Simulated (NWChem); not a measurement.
**Total energies of H$_{6}$PSi$_{2}$**

```xyz
9

Si    -0.0226     1.6611     0.4273
P      0.0000     0.0000    -1.1067
Si     0.0226    -1.6611     0.4273
H      0.2730     2.9616    -0.2438
H     -1.3803     1.7330     1.0538
H      0.9868     1.4279     1.5084
H      1.3803    -1.7330     1.0538
H     -0.2730    -2.9616    -0.2438
H     -0.9868    -1.4279     1.5084
```
Charge 0, spin multiplicity 2.

Everything below was run with NWChem. The geometry was optimised at UPBE0/def2-SVP, a minimum by its harmonic frequencies.

Basis set: 6-31G* (66 functions).

| method | total energy (Ha) | relative cost |
|---|---|---|
| UHF | -922.02179 | 1 |
| UMP2 | -922.26392 | under 3 |
| UB2PLYP | -923.42776 | under 3 |
| UPBE | -923.37411 | under 3 |
| UB3LYP | -923.91228 | under 3 |
| ULC-wPBE (omega 0.3 per bohr) | -923.46152 | under 3 |

Total energies of different functionals aren't comparable as a measure of quality: only differences taken within one method are. The cost column gives rough processor time relative to UHF; each entry includes its own SCF.

The correlated methods keep 15 core orbitals frozen. B3LYP has NWChem's definition, with VWN1-RPA local correlation. GW and range-separated runs recompute their integrals, the others keep them in memory, which bears on the times. The Pople sets run with spherical d functions. The structure started from a generated list of species. The unpaired electrons of the parent sit in orbitals of symmetry b (C2 labels of the run); other states weren't searched. No SCF solution was tested for a lower state. Open-shell Hartree-Fock references start from PBE0 orbitals; any time given for them includes that run.
